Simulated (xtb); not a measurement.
FO2W, doublet, from a rough starting geometry (GFN-xTB shapes and energies of metal compounds can be far from the true ones) (the multiplicity is a formal guess); xtb with GFN2-xTB.

The xtb input:
```
$ xtb mol.xyz --gfn 2 --uhf 1 --opt vtight --json

# file mol.xyz
4

W      0.05829932     0.14429223     0.08315453
O      1.58527748    -0.36841646    -0.47313515
O     -0.61813139    -0.79740887     1.36568998
F     -1.13549047     0.96616997    -1.06659308
```

Q: Predict the main parts of the log of this xtb run.

A: 
```
   ID    Z sym.   atoms
    1   74 W      1
    2    8 O      2, 3
    3    9 F      4

           -------------------------------------------------
          |                Calculation Setup                |
           -------------------------------------------------

           -------------------------------------------------
          |                 G F N 2 - x T B                 |
           -------------------------------------------------

          ...................................................
          :                      SETUP                      :
          :.................................................:
          :  # basis functions                  22          :
          :  # atomic orbitals                  21          :
          :  # shells                            9          :
          :  # electrons                        25          :
          :  max. iterations                   250          :
          :  Hamiltonian                  GFN2-xTB          :
          :  restarted?                      false          :
          :  GBSA solvation                  false          :
          :  PC potential                    false          :
          :  electronic temp.          300.0000000     K    :
          :  accuracy                    1.0000000          :
          :  -> integral cutoff          0.2500000E+02      :
          :  -> integral neglect         0.1000000E-07      :
          :  -> SCF convergence          0.1000000E-05 Eh   :
          :  -> wf. convergence          0.1000000E-03 e    :
          :  Broyden damping             0.4000000          :
          :  net charge                          0          :
          :  unpaired electrons                  1          :
          ...................................................

 iter      E             dE          RMSdq      gap      omega  full diag
   1     -0.6445819 -0.644582E+00  0.436E+01    0.23       0.0  T
   2     -9.6907536 -0.904617E+01  0.357E+01    0.47       1.0  T
   3    -12.0571587 -0.236641E+01  0.395E+01    0.77       1.0  T
   4    -12.4484238 -0.391265E+00  0.260E+01    0.51       1.0  T
   5    -12.7240397 -0.275616E+00  0.250E+01    0.46       1.0  T
   6    -12.6255406  0.984990E-01  0.254E+01    0.43       1.0  T
   7    -12.7326632 -0.107123E+00  0.249E+01    0.63       1.0  T
   8    -13.4599098 -0.727247E+00  0.182E+01    0.39       1.0  T
   9    -12.8436031  0.616307E+00  0.213E+01    0.40       1.0  T
  10    -12.7582192  0.853838E-01  0.222E+01    0.81       1.0  T
  11    -12.7151741  0.430452E-01  0.223E+01    0.71       1.0  T
  12    -10.9697025  0.174547E+01  0.875E+01    2.60       1.0  T
  13    -11.9921441 -0.102244E+01  0.765E+01    2.87       1.0  T
  14    -11.2406320  0.751512E+00  0.851E+01    1.33       1.0  T
  15    -11.4747876 -0.234156E+00  0.802E+01    1.29       1.0  T
  16    -13.1017728 -0.162699E+01  0.625E+01    2.22       1.0  T
  17    -13.5750999 -0.473327E+00  0.516E+01    1.81       1.0  T
  18    -14.2402939 -0.665194E+00  0.385E+01    1.53       1.0  T
  19    -14.5715353 -0.331241E+00  0.349E+01    1.28       1.0  T
  20    -14.2639467  0.307589E+00  0.350E+01    1.44       1.0  T
  21    -14.4747341 -0.210787E+00  0.256E+01    1.67       1.0  T
  22    -15.1749476 -0.700214E+00  0.118E+01    2.14       1.0  T
  23    -15.0308795  0.144068E+00  0.102E+01    1.83       1.0  T
  24    -15.2805606 -0.249681E+00  0.553E+00    1.97       1.0  T
  25    -15.3228107 -0.422501E-01  0.344E+00    1.79       1.0  T
  26    -15.3362689 -0.134581E-01  0.282E+00    1.88       1.0  T
  27    -15.3369757 -0.706821E-03  0.227E+00    1.95       1.0  T
  28    -15.3401577 -0.318197E-02  0.101E+00    1.87       1.0  T
  29    -15.3333985  0.675917E-02  0.204E+00    1.82       1.0  T
  30    -15.3390852 -0.568664E-02  0.122E+00    1.84       1.0  T
  31    -15.3408406 -0.175541E-02  0.418E-01    1.85       1.0  T
[...]
         :: total energy             -15.303015669405 Eh    ::
 * total energy  :   -15.3030157 Eh     change       -0.1044498E-10 Eh
 * total energy  :   -15.3039313 Eh     change       -0.9156544E-03 Eh
 * total energy  :   -15.3041650 Eh     change       -0.2336631E-03 Eh
 * total energy  :   -15.3042093 Eh     change       -0.4428911E-04 Eh
 * total energy  :   -15.3042161 Eh     change       -0.6836496E-05 Eh
 * total energy  :   -15.3042174 Eh     change       -0.1301685E-05 Eh
 * total energy  :   -15.3042175 Eh     change       -0.1021244E-06 Eh
 * total energy  :   -15.3042175 Eh     change       -0.5531460E-08 Eh
   *** GEOMETRY OPTIMIZATION CONVERGED AFTER 8 ITERATIONS ***
         :: total energy             -15.304217522434 Eh    ::
[...]
          |                Property Printout                |
           -------------------------------------------------

    * Orbital Energies and Occupations

         #    Occupation            Energy/Eh            Energy/eV
      -------------------------------------------------------------
         1        2.0000           -0.9321754             -25.3658
         2        2.0000           -0.7489753             -20.3807
         3        2.0000           -0.7145363             -19.4435
         4        2.0000           -0.5910232             -16.0826
         5        2.0000           -0.5753638             -15.6564
         6        2.0000           -0.5739413             -15.6177
         7        2.0000           -0.5159943             -14.0409
         8        2.0000           -0.5052565             -13.7487
         9        2.0000           -0.4833132             -13.1516
        10        2.0000           -0.4788312             -13.0297
        11        2.0000           -0.4762455             -12.9593
        12        2.0000           -0.4591898             -12.4952
        13        1.0000           -0.4035696             -10.9817 (HOMO)
        14                         -0.3301409              -8.9836 (LUMO)
        15                         -0.2708495              -7.3702
        16                         -0.2039697              -5.5503
        17                         -0.1933409              -5.2611
        18                         -0.1666557              -4.5349
        19                          0.1171943               3.1890
        20                          0.3234796               8.8023
        21                          0.3369452               9.1687
      -------------------------------------------------------------
                  HL-Gap            0.0734287 Eh            1.9981 eV
             Fermi-level           -0.3991175 Eh          -10.8605 eV

     #   Z          covCN         q      C6AA      α(0)
     1  74 W        2.420     1.120   385.656    43.313
     2   8 O        0.830    -0.431    22.325     6.334
     3   8 O        0.830    -0.431    22.325     6.334
     4   9 F        0.760    -0.258    11.857     4.067

 Mol. C6AA /au·bohr⁶  :       1017.892163
 Mol. C8AA /au·bohr⁸  :      91372.096743
 Mol. α(0) /au        :         60.048299

Wiberg/Mayer (AO) data.
largest (>0.10) Wiberg bond orders for each atom

 ---------------------------------------------------------------------------
     #   Z sym  total        # sym  WBO       # sym  WBO       # sym  WBO
 ---------------------------------------------------------------------------
     1  74 W    5.607 --     3 O    2.236     2 O    2.236     4 F    1.135
     2   8 O    2.442 --     1 W    2.236     3 O    0.140
     3   8 O    2.442 --     1 W    2.236     2 O    0.140
     4   9 F    1.267 --     1 W    1.135
 ---------------------------------------------------------------------------

Topologies differ in total number of bonds
Writing topology from bond orders to xtbtopo.mol

molecular dipole:
                 x           y           z       tot (Debye)
 q only:       -0.166       0.738      -0.021
   full:       -0.835       1.197      -0.701       4.115
molecular quadrupole (traceless):
                xx          xy          yy          xz          yz          zz
 q only:       -2.355       1.662       2.874       2.000       3.552      -0.519
  q+dip:       -2.347       1.316       3.164       1.688       3.187      -0.817
   full:       -2.373       1.313       3.161       1.832       3.217      -0.788

optimized geometry written to: xtbopt.xyz

           -------------------------------------------------
          | TOTAL ENERGY              -15.304217522434 Eh   |
          | GRADIENT NORM               0.000019521244 Eh/α |
          | HOMO-LUMO GAP               1.998097175073 eV   |
           -------------------------------------------------

normal termination of xtb
```
